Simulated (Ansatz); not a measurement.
Species: sum formula SiOF (charge 0, doublet). It need not be the lowest isomer of its formula. 
Geometry from a B3LYP-D3(BJ)/def2-TZVP (Ansatz, a program for electronic structure) optimisation:
SMILES: O=[Si]F
```xyz
3

Si    -0.0796    -0.1221     0.3643
O      1.3457    -0.5528     0.0273
F     -1.0723     0.6813    -0.5910
```
Charge 0, spin multiplicity 2.

Property: vertical electron affinity (to the singlet state of charge -1; a negative value means that the extra electron is unbound and the number depends on the basis; each state is the SCF solution reached for its spin; for the singlet the Hartree-Fock reference is unstable and T1 is 0.019), in eV. Valence correlation only, unless marked. UHF or UKS for open shells. No spin-orbit coupling. No relativistic terms. Anions need diffuse functions: aug- sets have them; def2-D sets add few. CBS marks a two-point X^-3 extrapolation of the correlation energy; Hartree-Fock from the larger set. The bracket is a focal-point correction in the basis named.

| level | program | vertical electron affinity (eV) |
|---|---|---|
| HF/aug-cc-pV(D+d)Z | Ansatz | 1.72 |
| HF/aug-cc-pV(T+d)Z | Ansatz | 1.71 |
| HF/aug-cc-pV(Q+d)Z | Ansatz | 1.70 |
| SVWN5/def2-TZVPD | Ansatz | 2.70 |
| PBE/def2-TZVPD | Ansatz | 2.46 |
| r2SCAN/def2-TZVPD | Ansatz | 2.37 |
| B3LYP/def2-TZVPD | Ansatz | 2.63 |

Question: What does RI-MP2/CBS(aug-cc-pV(T+d)Z,aug-cc-pV(Q+d)Z)+[CCSD(T)-MP2]/aug-cc-pV(T+d)Z (Ansatz) give?

Answer: 2.72 eV
